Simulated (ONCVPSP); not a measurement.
## Varying the ONCV potential for S (Z = 16)

Base potential:

```json
{
  "Element": "S (Z = 16)",
  "Generator": "ONCVPSP 4.0.1",
  "Type": "optimised norm-conserving Vanderbilt (ONCV)",
  "Functional": "PBE",
  "Relativity": "scalar-relativistic",
  "Frozen core": "[He]",
  "Valence charge": "14",
  "Reference configuration": "2s2 2p6 3s2 3p4",
  "Partial waves": "2s+3s: rc 0.65 bohr, ncon 4, nbas 7, qcut 24.2 1/bohr, 2 projectors; 2p+3p: rc 0.80 bohr, ncon 4, nbas 7, qcut 13.8 1/bohr, 3 projectors, debl 2.4 Ha; d scattering state at 0.25 Ha: rc 0.65 bohr, ncon 4, nbas 8, qcut 15.5 1/bohr, 2 projectors, debl 2.2 Ha",
  "Local potential": "polynomial inside 0.45 bohr (lpopt 5, dvloc0 0 Ha)",
  "Core correction": "polynomial model core, fcfact 0.15"
}
```

Cutoffs, loose and tight: the cutoffs (Ha) at which the residual kinetic energy of the hardest occupied pseudo-wave falls to 1 and 0.1 mHa per electron. They do not see the model core or the augmentation charge, which bear on the density cutoff. Test errors are all-electron minus pseudo excitation energies from the reference, over the configurations 2s2 2p6 3s2 3p3; 2s2 2p6 3s2 3p2; 2s2 2p6 3s2 3p1; 2s2 2p6 3s1 3p5. A dash means not determined; rows that change the core or the reference have their own tests.

A true bound ghost makes a file unfit for plane-wave use even where its test errors are small: the radial tests pick states by their node count and pass the ghost by.

| change | outcome | cutoff, loose | cutoff, tight | bound ghosts | GHOST(+) flags above zero | largest test error (meV) |
| --- | --- | --- | --- | --- | --- | --- |
| base | generated | 186 Ha | 243 Ha | p | p | +12 |
| p: rc 0.56 | generated | 486 Ha | 674 Ha | p | p | +8.5 |
| p: rc 0.66 | generated | 337 Ha | 458 Ha | p | p | 4 of 4 tests not solved or not reliable |
| p: rc 1.04 | generated | 170 Ha | 206 Ha | none | p | +8.7 |
| p: rc 1.14 | generated | 170 Ha | 206 Ha | none | p | +5.9 |

Problem. What comes out with this change to the base: p: rc 0.84?

Solution. outcome: generated; cutoff, loose: 170 Ha; cutoff, tight: 214 Ha; bound ghosts: p; GHOST(+) flags above zero: p; largest test error (meV): +12.

Problem. What comes out with this change to the base: p: rc 0.92?

Solution. outcome: generated; cutoff, loose: 170 Ha; cutoff, tight: 206 Ha; bound ghosts: p; GHOST(+) flags above zero: none; largest test error (meV): +12.

Reading the sweep of the p radius (base included, trends over the rows without a ghost): Bound ghosts are found at 0.56, 0.66, 0.8, 0.84, 0.92 bohr.
